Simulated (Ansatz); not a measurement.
Total energies of CH3BFNS (`N=CB(F)S`).

Cartesian coordinates in Å:
```
N 0.241 1.861 -0.304
C 0.510 0.635 -0.109
B -0.584 -0.481 0.079
F -1.861 -0.121 0.021
S -0.219 -2.212 0.367
H -0.773 2.005 -0.321
H 1.573 0.371 -0.073
H 1.115 -2.058 0.340
```

Charge 0, multiplicity 1. The geometry is a stationary point of PBE0-D4/def2-TZVP. It is one conformer, not always the lowest. Basis def2-TZVPP, Ansatz.

RPA on PBE orbitals: Hartree–Fock energy of these orbitals -615.83339 Eh, correlation -1.39904 Eh (frozen core).

| functional | energy without D4 (Eh) | D4 term (kJ/mol) |
| --- | --- | --- |
| PBE | -617.29670 | -15.7 |
| revPBE | -617.57670 | -50.2 |
| B97M-V | -617.58567 | – |
| PBE0 | -617.33626 | -13.2 |
| B3LYP | -617.74201 | -25.3 |
| r2SCANh | -617.56537 | -4.1 |
| r2SCAN0 | -617.54561 | -4.5 |
| HSE06 (plane-wave form) | -617.31837 | -12.2 |
| BHLYP | -617.61131 | -18.6 |
| CAM-B3LYP | -617.64395 | -13.3 |
| LC-ωPBE | -617.45794 | – |
| ωB97X-V | -617.58669 | – |
| ωB97M-V | -617.62762 | – |
| B2PLYP | -617.43871 | – |

Problem. Give the same for LDA (SPW92), BLYP, r2SCAN, PBE-QIDH. (Estimate.)

Solution. Computed: 
```csv
functional,energy without D4 (Eh),D4 term (kJ/mol)
LDA (SPW92),-614.62512,–
BLYP,-617.66887,-35.0
r2SCAN,-617.57936,-3.8
PBE-QIDH,-617.21867,–
```

B3LYP takes the VWN-RPA correlation (the form of Gaussian; ORCA's B3LYP/G). HSE06 is the plane-wave form, built on full-range PBE exchange. The double hybrids freeze the cores in their second-order part.

LC-ωPBE has ω = 0.4 bohr⁻¹.
